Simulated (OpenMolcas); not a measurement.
Pt5+: moving or changing the point charges

Pt5+ among 8 point charges of -1 e arranged as a cube (Oh), 2.05 Å from the ion.
```
   1.1836    1.1836    1.1836  -1.00
   1.1836    1.1836   -1.1836  -1.00
   1.1836   -1.1836    1.1836  -1.00
   1.1836   -1.1836   -1.1836  -1.00
  -1.1836    1.1836    1.1836  -1.00
  -1.1836    1.1836   -1.1836  -1.00
  -1.1836   -1.1836    1.1836  -1.00
  -1.1836   -1.1836   -1.1836  -1.00
```

| Item | Value |
| --- | --- |
| Program | OpenMolcas |
| Method | CASSCF |
| Basis | ANO-RCC-VTZP [8s7p5d3f1g] |
| Scalar Hamiltonian | DKH2, point nucleus |
| Active space | 5 electrons in 5 orbitals (5d) |
| State averaging | 2S+1 = 6 even, 1 root; 2S+1 = 4 even, 24 roots; 2S+1 = 2 even, 75 roots |
| Spin-orbit coupling | state interaction with AMFI integrals over the reference wave functions |

Runs around this geometry, states (labels of O, the rotations of Oh). Energies in cm-1 above the lowest state or level, χT in cm3 K/mol; 10Dq and B are least-squares fits to the states below 45000 cm-1, weighted by degeneracy, with a free offset, and given where the rms deviation is under 5 % of |10Dq| (or 100 cm-1) and under 700 cm-1; 10Dq is negative for this site.

```json
{"R (Å)": "2.05", "q (e)": "-0.65", "Ground state": "6A1", "10Dq": "-1906", "B (rms of fit)": "975 (30)", "First gap with spin-orbit (degeneracies)": "28.6 (4, 2)", "χT at 300 K": "4.092", "First state of another spin": "4T1 29506"}
{"R (Å)": "1.86", "q (e)": "-1", "Ground state": "6A1", "10Dq": "-4714", "B (rms of fit)": "976 (87)", "First gap with spin-orbit (degeneracies)": "66.9 (4, 2)", "χT at 300 K": "4.062", "First state of another spin": "4T1 27484"}
{"R (Å)": "2.05", "q (e)": "-1", "Ground state": "6A1", "10Dq": "-2921", "B (rms of fit)": "975 (54)", "First gap with spin-orbit (degeneracies)": "42.6 (4, 2)", "χT at 300 K": "4.084", "First state of another spin": "4T1 28881"}
{"R (Å)": "2.27", "q (e)": "-1", "Ground state": "6A1", "10Dq": "-1767", "B (rms of fit)": "975 (27)", "First gap with spin-orbit (degeneracies)": "26.5 (4, 2)", "χT at 300 K": "4.093", "First state of another spin": "4T1 29583"}
```

Taking |10Dq| as R^-n, n = -ln(1767 / 4714) / ln(2.27 / 1.86) = 4.9 between the shortest and longest distance. The point-charge formula for a cubic d site gives n = 5.

Scaling the charges by -0.65 / -1 = 0.65 scales |10Dq| by 1906 / 2921 = 0.65; with fixed orbitals a first-order splitting would follow the charge.

Without dynamic correlation the repulsion within the d shell is too large (B by tens of per cent), so at a given field states of lower spin stand too high. Point charges give a weaker field than real ligands, and real ions of this kind are as a rule low spin; the high spin found here belongs to the model. This is an electrostatic model: the charges have no orbitals. No measured value stands beside these numbers.
